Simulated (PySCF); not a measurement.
# Mn⁺: ionisation energy

Mn⁺ [Ar] 3d5 4s1 (7S) → Mn²⁺ [Ar] 3d5 (6S), as a difference of total energies. All numbers are calculated (PySCF 2.14, the spin-free X2C one-electron Hamiltonian (Gaussian nucleus), in x2c-SVPall (5s3p3d1f, 36 functions)). Correlated levels: valence: [Ar] frozen. The calculations carry no spin-orbit coupling.

| method | ionisation energy (eV) | error (eV) |
| --- | --- | --- |
| UHF | 14.800 | -0.840 |
| BP86 | 16.164 | +0.524 |
| M06-2X | 15.451 | -0.189 |
| MP2 (valence) | 14.998 | -0.642 |
| SCS-MP2 (valence) | 14.866 | -0.774 |

Reference: 15.640 eV (measured; NIST Atomic Spectra Database, ionization energies).

Errors of the correlated levels include the incompleteness of this basis and the frozen core.
